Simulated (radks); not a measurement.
Q: Valence configurations of Sm3+ (all share [Xe]). Method: Dirac Kohn-Sham, PBE, spin-unpolarised, spherical densities, point nucleus; open shells are shared between the two j in proportion to 2j + 1; computed with a radial shooting solver on a logarithmic mesh with Libxc functionals. Order these by energy: 4f5; 4f4 5d1; 4f4.5 5d0.5; 4f4 6p1; 4f3 5d2; 4f3 6s2.

A: From the lowest, in eV above it: 4f5 0.000; 4f4.5 5d0.5 4.580; 4f4 5d1 10.436; 4f4 6p1 19.529; 4f3 5d2 26.349; 4f3 6s2 36.749. NIST lists [Xe] 4f5 as the ground configuration; this level of theory agrees among the configurations tried. The energies are those of spherical spin-averaged densities, not of single terms.
